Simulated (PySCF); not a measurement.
# Assignment exercise: C₇H₈FN

Numbering as in the mapped SMILES `[N:1]#[C:2][C@@H:3]1[CH2:4][CH2:5][C@:6]2([F:7])[CH2:8][C@H:9]12` (H(Xn): hydrogen on atom n). Ha(C4), Ha(C5) are cis to C2 on the ring; Ha(C8) is cis to C3 on the ring; Hb(C4), Hb(C5) are trans to C2 on the ring; Hb(C8) is trans to C3 on the ring.

Non-relativistic, in vacuum, single conformer. NMR shieldings at PBE0/pcSseg-1/GIAO; GFN2-xTB geometry; PySCF 2.14.0 with density-fitted response routines.

Shifts are taken against calculated references (same method and geometry level): ¹³C and ¹H vs TMS.

**Question.** Assign these signals to the numbered atoms. ¹³C{¹H} NMR (computed): δ 125.8 (C), 89.3 (C), 34.3 (CH2), 30.3 (CH2), 29.0 (CH), 29.0 (CH), 15.1 (CH2).

**Answer.** 
125.8 → C2, nitrile carbon: typical of a nitrile
89.3 → C6, three-membered-ring carbon: deshielded by the electronegative neighbour
34.3 → C5, sp3 CH2 in a ring: a saturated carbon with 2 carbon neighbours and no heteroatom attached
30.3 → C4, sp3 CH2 in a ring
29.0 → C9, three-membered-ring carbon: carbons of three-membered rings are unusually shielded
29.0 → C3, sp3 CH α to a nitrile: saturated and bonded to C and H only
15.1 → C8, three-membered-ring carbon: carbons of three-membered rings are unusually shielded

C4 and C9; C9 and C3 lie closer than the usual error of such a calculation, so a measured spectrum could show them in the other order.

**Question.** Assign these signals to the numbered atoms. ¹H NMR (400 MHz, computed): δ 2.97 (m, 1H), 2.41 (m, 1H), 2.35 (m, 1H), 2.14 (m, 1H), 1.87 (m, 1H), 1.44 (m, 1H), 1.41 (m, 1H), 0.83 (m, 1H).

**Answer.** 
```tsv
δ (ppm)	atoms	environment	reason
2.97	H(C3)	hydrogen on an sp3 CH α to a nitrile	–
2.41	Hb(C5)	hydrogen on an sp3 CH2 in a ring	–
2.35	Ha(C5)	hydrogen on an sp3 CH2 in a ring	–
2.14	Hb(C4)	hydrogen on an sp3 CH2 in a ring	–
1.87	H(C9)	hydrogen on a three-membered-ring carbon	–
1.44	Ha(C4)	hydrogen on an sp3 CH2 in a ring	–
1.41	Hb(C8)	hydrogen on a three-membered-ring carbon	cyclopropane-type protons are shielded by the ring
0.83	Ha(C8)	hydrogen on a three-membered-ring carbon	–
```

Hb(C5) and Ha(C5); Ha(C4) and Hb(C8) lie closer than the usual error of such a calculation, so a measured spectrum could show them in the other order.

Splittings by ¹⁹F in the carbon and heteronuclear signals aren't shown, as no couplings were computed. Shifts are as computed. Against solution values, carbons near 30 ppm lie about +3 ppm off and those near 130 ppm about +5 ppm (rms about the fit 2.1 ppm; single classes can miss by 10 ppm). Of 1328 compounds with measured shifts, 309 miss one by over three times the rms of a fit or turn the order of signals round; such compounds aren't used in these exercises. Signals without a measured value on file couldn't be tested in this way; 1H shifts scatter by 0.2 ppm about their fit, and single ones miss by 0.5 ppm. No couplings were computed; multiplicities are counted from neighbouring protons, with m where these are inequivalent, close in shift, in a saturated or five-membered ring or joined by F or P, and br s for small geminal =CH2 splittings.
